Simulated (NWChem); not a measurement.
CH$_{3}$O$_{2}$ cation; SMILES O=C[OH2+]

```xyz
6

O     -0.2757     1.2351    -0.0725
C      0.4625     0.3609    -0.0140
O     -0.1677    -1.0858     0.0368
H      1.5542     0.2066    -0.0011
H      0.3223    -1.8936     0.2929
H     -1.1415    -1.1597     0.1267
```
Atoms are numbered in this order, from 1.

Computed with NWChem. Pople sets run with spherical d functions. The geometry was optimised at PBE0/def2-SVP. Vzz is the largest principal value of the second derivative of the potential at the nucleus (NWChem prints the opposite sign); η is the asymmetry. Non-relativistic.

**Question.** Order these runs by computing time, cheapest first, and give rough ratios: Hartree-Fock/6-31G*; CAM-B3LYP/6-31G*; CAM-B3LYP/cc-pVTZ.

**Answer.** Hartree-Fock/6-31G* (1), CAM-B3LYP/6-31G* (4), CAM-B3LYP/cc-pVTZ (60). Ratios are rough, from one shared machine; the cheapest took about 2.2 core-seconds (a rough figure). What differs between the cheapest and the dearest: Vzz O1 (a.u.) -1.453 → 1.257; η O1 0.71 → 0.93; Vzz O3 (a.u.) -1.967 → -1.930; η O3 0.16 → 0.13.
